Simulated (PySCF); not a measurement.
Predicted microwave data (PBE0/pcSseg-1 in PySCF (dipole) on a GFN2-xTB geometry, gas phase) for one isomer of C3H8F2O2Si2:

| Quantity | Value |
| --- | --- |
| Rotational constants | A = 1499, B = 740.5, C = 555.0 MHz |
| Dipole components | \|μa\| = 1.05 D, \|μb\| = 0.80 D, \|μc\| = 0.55 D |
| Inertial defect | -109.09 u·Å² |
| κ | -0.61 |

Task: Which candidate fits, each taken in the one conformer that was computed?
A. `[CH2:1]=[CH:2][O:3][Si@@:4]([OH:5])([SiH3:6])[CH:7]([F:8])[F:9]` with C1–C2–O3–Si4 -170°, C2–O3–Si4–O5 -62°, O3–Si4–O5–H -158°, O3–Si4–C7–F8 -95°
B. `[CH2:1]=[C:2]([O:3][SiH3:4])[O:5][C@H:6]([F:7])[SiH2:8][F:9]` with C1–C2–O3–Si4 180°, C1–C2–O5–C6 13°, C2–O5–C6–F7 -75°, O5–C6–Si8–F9 -81°
C. `[CH2:1]=[C:2]([O:3][SiH2:4][SiH3:5])[O:6][CH:7]([F:8])[F:9]` with C1–C2–O3–Si4 -178°, C2–O3–Si4–Si5 49°, C1–C2–O6–C7 -11°, C2–O6–C7–F8 -165°

Result: B. It is C=C(O[SiH3])O[C@H](F)[SiH2]F, an asymmetric top, point group C1. The candidates at the same level (rigid rotor, commonest isotopes):

```tsv
SMILES	A (MHz)	B (MHz)	C (MHz)	μa (D)	μb (D)	μc (D)	Δ (u·Å²)	point group	rotor
C=CO[Si@@](O)([SiH3])C(F)F	1320	771.9	666.6	0.93	0.70	1.27	-279.45	C1	asymmetric top
C=C(O[SiH2][SiH3])OC(F)F	1483	825.2	622.9	0.38	0.76	0.81	-142.01	C1	asymmetric top
C=C(O[SiH3])O[C@H](F)[SiH2]F	1499	740.5	555.0	1.05	0.80	0.55	-109.09	C1	asymmetric top
```

`C=CO[Si@@](O)([SiH3])C(F)F` has C 20 % too high; `C=C(O[SiH2][SiH3])OC(F)F` has C 12 % too high. No structure here is proved a minimum.
